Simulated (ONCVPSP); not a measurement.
## N (Z = 7): excitation energies, all-electron against ONCV

- Element: nitrogen (N)
- Generator: ONCVPSP 4.0.1
- Type: optimised norm-conserving Vanderbilt (ONCV)
- Functional: LDA (Perdew-Wang 92)
- Relativity: scalar-relativistic
- Frozen core: [He]
- Valence charge: 5
- Reference configuration: 2s2 2p3
- Partial waves: 2s: rc 0.85 bohr, ncon 3, nbas 8, qcut 8.1 1/bohr, 3 projectors, debl 2.9 Ha; 2p: rc 1.70 bohr, ncon 4, nbas 8, qcut 9.4 1/bohr, 1 projector; d scattering state at 0.16 Ha: rc 1.70 bohr, ncon 4, nbas 8, qcut 5.4 1/bohr, 1 projector
- Local potential: polynomial inside 0.70 bohr (lpopt 1, dvloc0 0 Ha)
- Core correction: none

Energies are relative to the spin-unpolarised reference configuration 2s2 2p3; without spin polarisation the order of configurations can differ from experiment.

Problem. Give the all-electron excitation energy and the error of the potential for: 2s2 2p2; 2s2 2p1; 2s2 2p0; 2s1 2p4.

Solution.

```csv
valence configuration,charge,ΔE all-electron (eV),error AE − PS (meV)
2s2 2p2,+1,13.731,+16
2s2 2p1,+2,42.703,+167
2s2 2p0,+3,89.873,+776
2s1 2p4,0,11.205,+12
```

Levels in the configuration 2s2 2p0:

```json
{"level": "2s", "all-electron (eV)": "-67.794", "pseudo (eV)": "-67.296"}
```

Note: ghosts flagged at negative energy: s at -275.2 eV; no localised positive-energy state flagged. A true bound ghost makes a file unfit for plane-wave use.
